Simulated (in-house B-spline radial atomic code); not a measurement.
Radial electron density of S, [Ne] 3s2 3p3 3d1. Level of theory: non-relativistic LC-wPBE, spin-polarised, spherical fractional occupations, exact exchange averaged over the configuration, point nucleus; calculated with an all-electron radial atomic-structure program (B-spline basis).

Columns: r (bohr), 4πr²n(r) (electrons per bohr), bar.

```
 0.00355   0.3783 #
 0.00438   0.5608 #
  0.0054    0.825 ##
 0.00665    1.202 ###
  0.0082    1.739 ####
  0.0101    2.483 ######
  0.0125    3.522 ########
  0.0153    4.825 ############
  0.0189    6.563 ################
  0.0233     8.67 #####################
  0.0287    11.08 ###########################
  0.0354    13.64 #################################
  0.0436    15.98 ######################################
  0.0538     17.7 ##########################################
  0.0663    18.33 ############################################
  0.0817    17.62 ##########################################
   0.101    15.74 ######################################
   0.124    13.57 #################################
   0.153    12.14 #############################
   0.188    12.42 ##############################
   0.232     14.4 ###################################
   0.286    16.78 ########################################
   0.353    17.61 ##########################################
   0.435    15.66 ######################################
   0.536    11.42 ###########################
   0.661    6.823 ################
   0.814    3.812 #########
       1    2.907 #######
    1.24    3.193 ########
    1.52    3.333 ########
    1.88    2.736 #######
    2.31     1.73 ####
    2.85   0.8377 ##
    3.52   0.3412 #
    4.33   0.1622 
    5.34   0.1199 
    6.58   0.1117 
    8.11  0.09336 
      10  0.05935 
    12.3   0.0268 
    15.2 0.007904 
    18.7 0.001467 
    23.1 0.0001414
```

On this grid the curve has 3 maxima, near 0.0663, 0.353, 1.52 bohr.

The 3d up radial function P(r) = rR(r), positive near the nucleus:

| r (bohr) | P |
| --- | --- |
| 0.0538 | 0.0003841 |
| 0.0817 | 0.001179 |
| 0.124 | 0.003413 |
| 0.188 | 0.009146 |
| 0.286 | 0.02247 |
| 0.435 | 0.04926 |
| 0.661 | 0.09545 |
| 1 | 0.1625 |
| 1.52 | 0.2418 |
| 2.31 | 0.2981 |
| 3.52 | 0.3189 |
| 5.34 | 0.3333 |
| 8.11 | 0.3054 |
| 12.3 | 0.1637 |
| 18.7 | 0.0383 |
